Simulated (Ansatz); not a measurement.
Reaction (isomerisation): `FC1N=C[SiH2]O1` → `CO[SiH](F)C#N`

Calculated with Ansatz (gas phase, PBE0-D4/def2-TZVP geometries, no zero-point term in ΔE). CBS: MP2 limit from def2 TZ/QZ plus the TZ coupled-cluster correction, frozen cores. DFT in def2-TZVPP. B3LYP here is the variant with VWN-RPA as its local correlation; programs differ in this. One conformer a species, not always the lowest.

| level | ΔE (kJ/mol) |
| --- | --- |
| PBE0-D4 | -201.2 |
| B3LYP | -240.0 |
| MP2/CBS(def2) | -262.1 |
| CCSD/CBS(def2) | -249.9 |

(1) What does CCSD(T)/CBS give? (Best estimate.)

Largest T1 diagnostic among the species: 0.013.

## Answers

(1) Computed: -245.0 kJ/mol. The listed levels differ from it by 43.8, 5.0, -17.1, -4.9 kJ/mol.

The D4 term adds +4.3 kJ/mol with B3LYP and +1.8 kJ/mol with PBE0; it sums over pairs of atoms, weighted by their polarisabilities, and B3LYP, whose exchange is more repulsive, gets the larger term. In def2-TZVPP, CCSD(T) changes the Hartree–Fock value by +20.9 kJ/mol (the triples alone add +4.9 kJ/mol) and MP2 by +3.9 kJ/mol.
